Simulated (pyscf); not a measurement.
## Rearrangement: C₃H₈Si (SMILES C[SiH]1CC1) -> H₂C=SiH–CH₂–CH₃ (SMILES C=[SiH]CC)

Gas phase, singlet surface, charge 0. Bonds broken: C2–H9, Si3–C4. Bonds formed: C4–H9. Single points on ωB97X-D3(BJ)/def2-SVP structures (PySCF, gas phase). Correlated levels are frozen-core, on RHF or UHF. ΔMP2 is the change of the MP2 total energy from the triple- to the quadruple-zeta basis.

Transition state (Å):

```xyz
12

C      0.0455    -0.1293    -0.9757
C      0.1031    -0.2393     2.1210
Si     0.9908    -0.0946     0.5984
C     -0.1785     1.2869    -0.3570
H     -0.8604    -0.7437    -1.0233
H      0.5980    -0.1464    -1.9214
H      0.5632     0.2072     3.0106
H     -0.5296    -1.1119     2.3199
H     -0.2302     0.9874     1.0596
H      2.3840     0.3923     0.3930
H      0.3895     2.1072    -0.8175
H     -1.2431     1.5470    -0.2671
```

One imaginary mode, 1889i cm⁻¹; descent along it reached the two sides named.

| bond | change | reactant side (Å) | saddle | product side |
|---|---|---|---|---|
| C2–H9 | breaks | 1.101 | 1.656 | 4.2 |
| Si3–C4 | breaks | 1.854 | 2.047 | 2.9 |
| C4–H9 | forms | 3.3 | 1.449 | 1.102 |

Electronic energies relative to the reactant's lowest minimum found (eV):

| level | barrier | reaction energy | reverse barrier |
|---|---|---|---|
| ωB97X-D3(BJ)/def2-TZVP | 3.38 | +0.61 | 2.77 |
| PBE/def2-TZVP | 2.99 | +0.56 | 2.43 |
| r²SCAN/def2-TZVP | 3.14 | +0.59 | 2.55 |
| B3LYP-D3(BJ)/def2-TZVP | 3.25 | +0.44 | 2.82 |
| PBE0-D3(BJ)/def2-TZVP | 3.18 | +0.62 | 2.56 |
| M06-2X/def2-TZVP | 3.29 | +0.61 | 2.68 |
| ωB97M-D3(BJ)/def2-TZVP | 3.30 | +0.55 | 2.75 |
| HF/def2-TZVP | 3.95 | +0.52 | 3.43 |
| MP2/def2-QZVPP | 3.24 | +0.58 | 2.67 |
| CCSD/def2-TZVPP | 3.47 | +0.52 | 2.95 |
| CCSD(T)/def2-TZVPP | 3.35 | +0.50 | 2.85 |
| CCSD(T)/def2-TZVPP + ΔMP2(QZVPP) | 3.32 | +0.50 | 2.82 |

With CCSD(T)/def2-TZVPP + ΔMP2(QZVPP) energies and thermal terms (ideal gas, 1 atm, RRHO with modes under 100 cm⁻¹ raised to 100, one conformer, R ln 2 for rigid chiral ones), in eV:

```json
[
 {"T (K)": "298", "ΔH‡": "3.16", "ΔG‡": "3.16", "ΔH": "+0.51", "ΔG": "+0.48"},
 {"T (K)": "600", "ΔH‡": "3.15", "ΔG‡": "3.16", "ΔH": "+0.51", "ΔG": "+0.45"},
 {"T (K)": "900", "ΔH‡": "3.15", "ΔG‡": "3.17", "ΔH": "+0.51", "ΔG": "+0.41"},
 {"T (K)": "1200", "ΔH‡": "3.14", "ΔG‡": "3.17", "ΔH": "+0.51", "ΔG": "+0.38"}
]
```

At the saddle there is also a short H–Si contact that neither side keeps. cyclic C₃H₈Si (SMILES C[SiH]1CC1) lies 0.33 eV over its isomer H₂C=CH–SiH₂–CH₃, and others may lie lower still (electronic energy, ωB97M-D3(BJ)). H₂C=SiH–CH₂–CH₃ lies 0.88 eV over its isomer H₂C=CH–SiH₂–CH₃, and others may lie lower still (electronic energy, ωB97M-D3(BJ)). This is the saddle that the search found; another between the same sides may lie lower. The CCSD(T) − MP2 part came from Ansatz, without density fitting, on the same reference.
